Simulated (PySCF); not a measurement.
Computed shifts of a molecule CH5Cl2NSi, PySCF with PBE0/pcSseg-1, GIAO, gas phase, equivalent atoms averaged, in ppm (number of nuclei): ¹³C: 7.8 (1). ²⁹Si: 21.6 (1). ¹⁵N: 48.9 (1). ¹H: 1.61 (1), 1.34 (1), 0.86 (3). References: ¹³C against TMS (σ = 186.3 ppm); ²⁹Si against TMS (σ = 352.7 ppm); ¹⁵N against NH3 (σ = 267.4 ppm); ³⁵Cl against HCl (σ = 945.9 ppm); ¹H against TMS (σ = 31.56 ppm), references at their B3LYP-D3(BJ)/def2-TZVP geometries, non-relativistic (without spin–orbit terms, shifts of atoms bonded to Cl or Br come out too high). The structure is a stationary point at PBE0-D3(BJ)/def2-SVP. Other conformers were not sampled.

**Question.** Pick the molecule that these values belong to.
(A) NC[SiH](Cl)Cl
(B) C[Si](N)(Cl)Cl
(C) CN[SiH](Cl)Cl

**Answer.** B, C[Si](N)(Cl)Cl
